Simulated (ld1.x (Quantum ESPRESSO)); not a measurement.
Values are calculated unless marked as measured or tabulated.
**Hardness and transferability of assorted potentials**

Generated with ld1.x 7.5 (TM, RRKJ, ultrasoft, PAW), atompaw 4.2 or ONCVPSP 4.0.1. The cutoff is in Ry: for ld1.x and atompaw files where the sum of valence levels is converged to 10 mRy in a Bessel basis, for ONCV files where the hardest occupied wave has 1 mHa per electron of residual kinetic energy. The error is the largest all-electron minus pseudo excitation energy over each file’s own four to seven test configurations (ionisations up to +4, promotions, holes and added fractions of an electron), all of which were solved. The labels leave out finer settings (local radius, basis sizes, second energies), which also bear on the numbers. Spin-polarised tests are not counted. The rows are a selection from randomly drawn settings: files with unsolved tests, undetermined cutoffs or missed reference levels are left out.

A true bound ghost makes a file unfit for plane-wave use even where its test errors are small: the radial tests pick states by their node count and pass the ghost by.

```csv
element,potential,cutoff (Ry),largest error (meV),bound ghosts
P,"ultrasoft, PBE, scalar-relativistic, rc 1.40/2.10 (sp), local smoothed, core correction yes, reference 3s2 3p1",18,-9.1,none
Cd,"ultrasoft, PW91, fully relativistic, rc 2.50/3.10/1.65 (spd), local smoothed, core correction yes, reference 4d10 5s1 5p0",40,-470,none
In,"TM, PBE, scalar-relativistic, rc 1.80/2.45/2.20 (spd), local p, core correction yes, reference 5s1 5p0",18,-169,d
Sb,"RRKJ, PBE, scalar-relativistic, rc 1.70/1.40/1.55 (spd), local d, core correction yes, reference 4p6 4d10 5s2 5p0",90,+607,s
W,"TM semilocal, BLYP, scalar-relativistic, rc 2.20/4.05/1.60 (spd), local s, core correction yes, reference 5d4.5 6s1.5 6p0",30,-37,none
```

Task: Fill in the row for Pb: TM, PBE, scalar-relativistic, rc 2.00/2.35 (sp), local smoothed, core correction yes, reference 6s1 6p0.

Result: cutoff 18 Ry, largest error -501 meV, bound ghosts: s, p, d.
